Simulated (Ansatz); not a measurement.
Job for Ansatz (a first-principles code): R-RI-MP2/aug-cc-pVQZ on H2 (SMILES [H][H]) with ghost functions. Files ending in .json are basis or fitting sets from the Basis Set Exchange.

Ansatz 0.2 input:
```yaml
crystal:
  periodic: [false, false, false]
  atoms:
    - {symbol: H, position_ang: [-0.10425463, 0.03910725, 3.50442295]}
    - {symbol: H, position_ang: [0.13007456, -0.26228641, 4.14331887]}
basis:
  gaussian:
    orbitals: aug-cc-pVQZ
    fitting: {mean_field: def2-universal-JKFIT, correlation: aug-cc-pVQZ-RIFIT.json}
    ghost_atoms:
      - {symbol: O, position_ang: [0.50265137, -0.48885925, -0.95778760]}
      - {symbol: C, position_ang: [-0.00848716, 0.07421414, -0.08262689]}
      - {symbol: O, position_ang: [-0.52000355, 0.63784891, 0.79265810]}
magnetization: {spin_polarized: false}
correlation: {method: mp2, electrons: outside_noble_gas}
scf: {lower_state_search: off}
```

The head of its log:

```
WARN ansatz: RAYON_NUM_THREADS=1 ignored (pool sized by the plan → 1); use --threads N
Functional definition: HF
these checks for a lower state are left out or cut short: stability, starts, cluster_reference, orbital_swaps, neighbouring_geometries, increment
integrals: 0.26 GiB planned
265 factors; integrals over basis functions are off by at most 5.0e0 eV
mean field: 0.50 GiB planned
mean field evaluation 1: about -30.7509 eV, gradient 3.6e0 eV
mean field evaluation 2: about -30.8377 eV, gradient 8.2e-1 eV
mean field evaluation 4: about -30.8425 eV, gradient 3.8e-5 eV
mean field -30.84250490 eV, -1.1334411493 hartree, gradient 2.1e-7 eV, S^2 0.000000; 0 other end points of the search recorded, 0 dependent functions left out
664 factors; their error is unknown
reference -30.84250490 eV, -1.1334411493 hartree; 1, 1 occupied and 331, 331 virtual orbitals, 664 factors
```

Q: What total energy does the run end on?

A: -1.1667 hartree.
